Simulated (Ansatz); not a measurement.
C11H14N4 (relaxed from a model of N-butylpyridinium dicyanamide, whose bonding it doesn't keep) was relaxed with PBE-D4 (def2-SVP) in Ansatz in these states: charge -1 doublet, neutral singlet. The geometries follow in no particular order.

A:

```xyz
29

C    -3.577   -2.868   -0.081
C    -2.110   -2.601   -0.419
C    -1.595   -1.269    0.135
C    -0.123   -1.014   -0.205
N     0.375    0.264    0.297
C     0.132    1.437   -0.499
C     0.180    2.679    0.329
C     1.003    2.721    1.418
C     1.661    1.528    1.880
C     1.274    0.328    1.333
H    -3.740   -2.894    1.016
H    -3.921   -3.837   -0.494
H    -4.237   -2.075   -0.493
H    -1.478   -3.429   -0.027
H    -1.970   -2.616   -1.523
H    -1.717   -1.240    1.240
H    -2.217   -0.436   -0.263
H     0.508   -1.819    0.225
H     0.035   -1.048   -1.306
H    -0.830    1.322   -1.032
H    -0.376    3.559   -0.025
H     1.132    3.662    1.976
H     2.380    1.547    2.708
H     1.631   -0.641    1.714
N     1.164    1.485   -1.641
C     2.340    1.791   -1.619
N     3.503    2.213   -1.760
C     4.723    1.779   -1.529
N     5.850    1.475   -1.352
```

B:

```xyz
29

C     3.152   -1.574   -0.805
C     2.423   -0.261   -0.521
C     1.214   -0.426    0.399
C     0.483    0.901    0.640
N    -0.727    0.763    1.434
C    -1.920    0.379    0.804
C    -3.043    0.096    1.546
C    -3.031    0.162    2.978
C    -1.795    0.511    3.592
C    -0.676    0.788    2.835
H     3.526   -2.046    0.130
H     4.022   -1.427   -1.478
H     2.473   -2.303   -1.295
H     3.134    0.477   -0.081
H     2.061    0.178   -1.476
H     1.514   -0.879    1.373
H     0.491   -1.120   -0.081
H     1.153    1.631    1.148
H     0.198    1.306   -0.353
H    -1.856    0.323   -0.296
H    -3.958   -0.187    1.003
H    -3.924   -0.069    3.574
H    -1.706    0.568    4.689
H     0.295    1.066    3.269
N    -0.635    0.238   -2.277
C    -0.664    0.018   -3.450
N    -0.688   -0.372   -4.688
C    -0.737    0.357   -5.777
N    -0.780    0.902   -6.834
```

**Question.** Judge from the bond lengths which geometry belongs to which state (an estimate).

**Answer.** A is the neutral singlet (C6–N25 1.540 Å, C6–C7 1.493 Å, C7–C8 1.366 Å); B is the charge -1 doublet (C6–N25 3.341 Å, C6–C7 1.375 Å, C7–C8 1.434 Å).

At PBE-D4/def2-SVP the highest occupied level of the relaxed charge -1 doublet lies above zero (up to 0.48 eV). By energy differences its removal costs 1.66 eV (each at its own geometry, to the charge 0 singlet, at PBE-D4/def2-SVP); self-interaction error and the lack of diffuse functions both raise the level. The charge -1 doublet has come apart into loosely held pieces.
